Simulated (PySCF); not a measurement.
**HfCl: energy against distance**

Set-up: Hf def2-TZVPPD with ECP60, Cl def2-TZVPPD; scalar-relativistic core potentials (PySCF 2.14). Energies in eV from Hf (5d2 6s2) + Cl in their ground configurations at the same level. State: ²Δ (doublet), unpaired electrons δ ↑.

Curves on a restricted Hartree–Fock reference rise too fast on stretching and do not dissociate correctly.

| R (Å) | ROHF-CCSD(T) |
| --- | --- |
| 2.079 | -4.387 |
| 2.171 | -4.818 |
| 2.241 | -4.979 |
| 2.310 | -5.037 |
| 2.379 | -5.017 |
| 2.472 | -4.903 |
| 2.587 | -4.667 |
| 2.726 | -4.309 |

Q: Put a parabola through the three lowest points of the ROHF-CCSD(T) curve and estimate Re, k and ωe (reduced mass 29.28 u; 1 eV/Å² = 0.16022 mdyn/Å; ωe = 1302.8·√(k/μ) cm⁻¹).

A: Through R = 2.241, 2.31, 2.379 Å the second-order coefficient is 8.19 eV/Å², so Re ≈ 2.327 Å, k ≈ 2.62 mdyn/Å and ωe ≈ 390 cm⁻¹. A polynomial fit of higher order to the unrounded ROHF-CCSD(T) energies gives Re = 2.324 Å, k = 2.43 mdyn/Å, ωe = 376 cm⁻¹; anharmonicity and rounding make the difference.

The higher-order fit for each curve: ROHF-CCSD(T): Re = 2.324 Å, ωe = 376 cm⁻¹, De = 5.04 eV.

Correlated steps freeze 5 core orbitals. These are scalar-relativistic numbers at best; spin–orbit coupling would shift them, the dissociation energy most. With d or f electrons several states lie close, and the lowest PBE0 determinant need not be the measured ground state.
